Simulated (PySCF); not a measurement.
Cost against result

Saddle point of SiH4BrOF, closed shell (SiH₃BrO ([OH][SiH2][Br]) + HF → SiH₃OF ([OH][SiH2][F]) + HBr; bonds formed: Si1–F7, Br2–H6; bonds broken: Si1–Br2, H6–F7), PBE0-D4/def2-TZVP structure:

```xyz
8
angstrom
Si -0.3922 -0.3621 -0.1249
Br 2.0614 -1.2585 -0.3334
H -0.6281 -1.1609 -1.3360
H -0.5706 -1.0011 1.1874
O -1.4696 0.8360 -0.4133
H 1.6736 0.3694 0.3312
F 0.8504 1.0029 0.4922
H -1.5248 1.5741 0.1967
```

Barriers are electronic and count from the start structure reached by relaxing down the imaginary mode.

Program: PySCF 2.14 with density fitting (its default auxiliary sets; JK sets also for MP2 and CCSD(T)). Basis: as named in each row. Cores are frozen in the correlated methods. Filled d shells of the heavier atoms are correlated. The def2 sets are not built for correlating such inner shells, so the correlated values are less sure here. B3LYP uses VWN-RPA correlation. Extrapolation: Hartree–Fock as exp(−7.88 √X), correlation as X^−2.97.

Times are rough, for one single point on 4 threads of a shared host (Arm Neoverse V1).

The estimate by CCSD(T) at an estimated basis limit (MP2 extrapolated from triple and quadruple zeta, plus CCSD(T) − MP2 in triple zeta) is 1.289 eV.

| method | basis | time (s) | barrier (eV) | method less estimate |
| --- | --- | --- | --- | --- |
| HF | STO-3G | 1 | 1.637 | 0.348 |
| B3LYP-D4 | 6-31G | 4 | 0.962 | -0.327 |
| PBE0-D4 | def2-SVP | 6 | 1.088 | -0.201 |
| PBE-D4 | def2-SVP | 6 | 0.910 | -0.379 |
| MP2 | def2-QZVPP | 10 | 1.259 | -0.030 |
| SPW92 | def2-TZVPP | 10 | 0.788 | -0.501 |
| PBE0-D4 | def2-TZVPP | 14 | 1.170 | -0.119 |
| BHLYP-D4 | def2-TZVPP | 14 | 1.368 | 0.080 |
| PBE-D4 | def2-TZVPP | 15 | 1.026 | -0.263 |
| B3LYP-D4 | def2-TZVPP | 15 | 1.217 | -0.072 |
| r2SCAN-D4 | def2-TZVPP | 33 | 1.090 | -0.199 |
| CCSD(T) | def2-SVP | 49 | 1.371 | 0.082 |
| wB97M-V | def2-TZVPP | 170 | 1.176 | -0.113 |
| CCSD(T) | def2-TZVPP | 940 | 1.302 | 0.013 |

All methods are single points on the PBE0-D4 structures.

The T1 diagnostic stays at or below 0.011.

Labels in which every atom is bracketed show which atoms are joined, not bond orders.
